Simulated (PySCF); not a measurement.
# A PySCF run on SrS⁺

State: ²Π (doublet), unpaired electrons π ↑.

An equivalent input (the run itself took its basis sets from the Basis Set Exchange, started from a PBE0 density and held the occupation σ 7α 7β, πx 3α 2β, πy 3α 3β):

```python
from pyscf import gto, scf
mol = gto.M(atom='Sr 0 0 0; S 0 0 2.641', basis={'Sr': 'def2-SVP', 'S': 'def2-SVP'}, ecp={'Sr': 'def2-SVP'},
            charge=1, spin=1, verbose=4, symmetry='C2v')
mf = scf.UHF(mol)
mf.irrep_nelec = {'A1': (7, 7), 'B1': (3, 2), 'B2': (3, 3)}
mf.conv_tol = 1e-9
mf.max_cycle = 60
mf.diis_space = 10
mf.kernel()
```

The log (some set-up lines and the per-cycle HOMO/LUMO lines removed):

```
******** <class 'pyscf.scf.uhf_symm.SymAdaptedUHF'> ********
method = SymAdaptedUHF
damping factor = 0
level_shift factor = 0
DIIS = <class 'pyscf.scf.diis.CDIIS'>
diis_start_cycle = 1
diis_space = 10
diis_damp = 0
SCF conv_tol = 1e-09
SCF conv_tol_grad = None
SCF max_cycles = 60
number electrons alpha = 13  beta = 12
Set gradient conv threshold to 3.16228e-05
init E= -427.576149996507
cycle= 1 E= -427.583928986823  delta_E= -0.00778  |g|= 0.0218  |ddm|= 0.208
cycle= 2 E= -427.584380888802  delta_E= -0.000452  |g|= 0.00548  |ddm|= 0.0459
cycle= 3 E= -427.584426415335  delta_E= -4.55e-05  |g|= 0.00215  |ddm|= 0.014
cycle= 4 E= -427.584431430991  delta_E= -5.02e-06  |g|= 0.000352  |ddm|= 0.00549
cycle= 5 E= -427.584431690342  delta_E= -2.59e-07  |g|= 0.000117  |ddm|= 0.00119
cycle= 6 E= -427.584431721277  delta_E= -3.09e-08  |g|= 3.54e-05  |ddm|= 0.000481
cycle= 7 E= -427.584431724596  delta_E= -3.32e-09  |g|= 1.17e-05  |ddm|= 0.000175
cycle= 8 E= -427.584431725028  delta_E= -4.32e-10  |g|= 4.42e-06  |ddm|= 5.61e-05
Extra cycle  E= -427.584431725075  delta_E= -4.71e-11  |g|= 2.81e-06  |ddm|= 9.77e-06
converged SCF energy = -427.584431725075  <S^2> = 0.75750926  2S+1 = 2.0074952
```

Repeating this along the bond gives Re = 2.692 Å and ωe = 327 cm⁻¹.

A point of this curve took 0.049 CPU seconds beside 0.053 for the integrals (shared host).

Spin–orbit coupling is left out. The state is the lowest determinant that a PBE0 search found; another state may lie lower at other levels.
